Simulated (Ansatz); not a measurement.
Cost and result for the atomization energy of CH$_{6}$BrNOSi, SMILES `OCN[SiH2]Br` (11 atoms, 10 bonds).

Z-matrix (Å, degrees):
```
C
N 1 1.440
O 1 1.405 2 113.6
H 1 1.093 2 110.7 3 117.7
H 1 1.097 2 108.6 3 -124.1
Si 2 1.706 1 124.6 3 -88.9
H 2 1.007 1 114.9 3 105.9
H 3 0.961 1 108.1 2 -54.5
Br 6 2.239 2 113.3 1 -76.3
H 6 1.477 2 109.9 1 41.2
H 6 1.479 2 108.2 1 165.9
```

Total charge 0; spin multiplicity 1. Correlated methods include outer-core shells of Br, which these sets cover unevenly. Scalar relativity is left out up to krypton. Geometry: relaxed with PBE0-D4/def2-TZVP. It is one conformer, not always the lowest. Program: Ansatz. Hardware: A = 2 threads of an AMD EPYC 7R13 on a shared host; B = 2 threads of an AMD EPYC 7R13 on a shared host and a share of an NVIDIA H100 80 GB. Times are those of one run each, without the atoms' runs, and a repeat can differ threefold. Electronic energies, without spin–orbit coupling; frozen cores. CCSD(T)/CBS adds CCSD(T) − MP2 in def2-TZVPP to the MP2 limit, and its time is that of the two runs behind it. T1 = 0.009. With those shells the extrapolation isn't a true limit. B3LYP takes the VWN-RPA correlation (the form of Gaussian; ORCA's B3LYP/G).

CCSD(T)/CBS is a level of theory with its own doubt, some kJ/mol a heavy atom from the limit and from the frozen cores, so smaller differences don't rank the functionals.

```tsv
level	functions	wall time	atomization (kcal/mol)	difference from CCSD(T)/CBS	per bond
PBE-D4/def2-TZVPP (with forces) [A]	267	5.5 s	927.6	12.3	1.2
CCSD(T)/def2-TZVPP [B]	267	6.5 s	885.6	-29.7	-3.0
MP2/def2-QZVPP [B]	510	6.5 s	918.4	3.1	0.3
PBE0-D4/def2-TZVPP [A]	267	7 s	910.0	-5.3	-0.5
r2SCAN-D4/def2-TZVPP (with forces) [A]	267	8.5 s	911.3	-4.0	-0.4
B3LYP-D4/def2-TZVPP (with forces) [A]	267	9.5 s	910.8	-4.5	-0.5
B2PLYP/def2-TZVPP [A]	267	11 s	900.2	-15.1	-1.5
CCSD(T)/CBS(def2)	–	13 s	915.3	0.0	0.0
ωB97X-V/def2-TZVPP [A]	267	16 s	916.4	1.1	0.1
ωB97M-V/def2-TZVPP (with forces) [A]	267	21 s	914.7	-0.6	-0.1
```

The D4 term adds +9.3 kcal/mol with B3LYP and +4.9 kcal/mol with PBE0; it sums over pairs of atoms, weighted by their polarisabilities, and B3LYP, whose exchange is more repulsive, gets the larger term. In def2-TZVPP, CCSD(T) changes the Hartree–Fock value by +245.8 kcal/mol (the triples alone add +14.1 kcal/mol) and MP2 by +261.0 kcal/mol; breaking electron pairs costs correlation energy, which Hartree–Fock lacks. From PBE to PBE0 (25 % exact exchange), in def2-TZVPP and without D4, the atomization energy moves by −16.7 kcal/mol: exact exchange takes away binding that semilocal exchange gives to molecules.
